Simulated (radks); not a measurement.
Q: Species: As V. Configuration: [Ar] 3d10 4s1. Method: non-relativistic Kohn-Sham, LB94 model potential, spin-polarised, spherical densities, point nucleus; open shells are filled with parallel spins first; computed with a radial shooting solver on a logarithmic mesh with Libxc functionals. Some entries of the table are withheld. Estimate them.

| orbital | occ. | eigenvalue (hartree) | <1/r> (bohr^-1) | r(max) (bohr) |
|---|---|---|---|---|
| 1s up | 1 | -429.3223 | 32.54 | 0.03062 |
| 1s down | 1 | -429.3161 | 32.54 | 0.03062 |
| 2s up | 1 | -56.08073 | 7.171 | 0.1736 |
| 2s down | 1 | -56.07768 | 7.170 | 0.1736 |
| 2p up | 3 | -50.50994 | 7.164 | 0.1375 |
| 2p down | 3 | -50.50750 | 7.164 | 0.1375 |
| 3s up | 1 | -9.01321 | 2.318 | 0.5316 |
| 3s down | 1 | -9.01052 | 2.314 | 0.5318 |
| 3p up | 3 | -7.12709 | 2.209 | 0.5251 |
| 3p down | 3 | -7.12690 | 2.205 | 0.5254 |
| 3d down | 5 | -3.81252 | 1.936 | 0.4722 |
| 3d up | 5 | -3.80600 | 1.945 | 0.4716 |
| 4s down | 0 | -2.45203 | 0.8123 | 1.482 |
| 4s up | 1 | -2.39881 | 0.8056 | 1.486 |
| 4p down | 0 | -1.99537 | 0.7278 | 1.632 |
| 4p up | 0 | -1.94875 | 0.7171 | 1.645 |
| 4d down | 0 | -1.31708 | 0.5687 | 2.103 |
| 4d up | 0 | -1.28951 | 0.5518 | 2.145 |
| 5s down | 0 | (1) | 0.4073 | 3.250 |
| 5s up | 0 | (2) | 0.4052 | 3.279 |
| 4f down | 0 | -0.83182 | 0.3556 | 2.843 |
| 4f up | 0 | -0.81839 | 0.3453 | 2.928 |

A: 
(1) 5s down eigenvalue (hartree): -1.14474
(2) 5s up eigenvalue (hartree): -1.13396
